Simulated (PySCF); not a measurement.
Adding and removing an electron: SiI

PBE0; Si cc-pV(D+d)Z, I cc-pVDZ-PP with ECP28; scalar-relativistic core potentials (PySCF 2.14). Neutral (UKS): doublet (π ↑), Re = 2.459 Å, ωe = 362 cm⁻¹, De = 3.27 eV, HOMO -5.27 eV, LUMO -3.26 eV.

SiI⁺ (UKS): singlet (closed shell), Re = 2.327 Å, ωe = 456 cm⁻¹, De = 4.19 eV to Si⁺ + I. The energies at the minima are -585.05590 hartree for SiI and -584.78745 for SiI⁺.

Work out the adiabatic ionisation energy, without and with harmonic zero-point energies (1 hartree = 27.2114 eV, 1 eV = 8065.5 cm⁻¹), and the change of the bond length.

At PBE0: 0.26845 hartree = 7.305 eV between the minima; the zero-point term (456.0 − 362.0)/2 cm⁻¹ = +0.006 eV makes it 7.311 eV. Re changes by -13.2 pm against the neutral. The electron leaves a π orbital, and the shorter bond of the ion fits an antibonding orbital, or a change in how ionic the bond is.

These are scalar-relativistic numbers at best; spin–orbit coupling would shift them, the dissociation energy most. For an ion De counts to the pair picked by the measured ionisation energies or electron affinities, which need not be the lowest pair at this level. States were picked by a PBE0 search and need not be the measured ground states.
